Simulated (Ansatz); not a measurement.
# Ligand exchange: MgH(CH3) + HfCl4 → MgHCl + Hf(CH3)Cl3

Species: MgH(CH3), singlet; HfCl4 (hafnium tetrachloride) `[Cl][Hf]([Cl])([Cl])[Cl]`, singlet; MgHCl `[MgH][Cl]`, singlet; Hf(CH3)Cl3, singlet. The partners trade CH3 for Cl: Mg–CH3 and Hf–Cl bonds give way to Mg–Cl and Hf–CH3.

Shapes, held fixed at every level: PBE0-D4/def2-TZVP. Programs: Ansatz 0.2.0. The zero-point and thermal change to 298 K, harmonic and unscaled (PBE0-D4/def2-TZVP), is +1.2 kJ/mol.

```tsv
level	kind	ΔH(298 K) (kJ/mol)	less CCSD(T)/def2-TZVPP
HF/def2-TZVPP	Hartree–Fock	-38.8	-16.1
r2SCAN-D4/def2-TZVPP	meta-GGA	-25.8	-3.1
B3LYP-D4/def2-TZVPP	global hybrid	-22.9	-0.2
PBE0-D4/def2-TZVPP	global hybrid	-23.7	-1.0
r2SCAN0-D4/def2-TZVPP	global hybrid	-29.3	-6.6
MP2/def2-TZVPP	perturbation theory	-20.9	+1.8
CCSD/def2-TZVPP	coupled cluster or CI	-27.5	-4.8
CCSD(T)/def2-TZVPP	coupled cluster or CI	-22.7	0.0
```

The highest level, CCSD(T)/def2-TZVPP, gives ΔH(298 K) = -22.7 kJ/mol; the levels span -38.8 to -20.9. The column of differences is taken from that level and isn't an error. No measured value is set beside it here. For atoms past krypton def2 sets carry core potentials with scalar relativity. Correlated rows may include outer-core shells of Hf, Mg, which these sets cover unevenly.
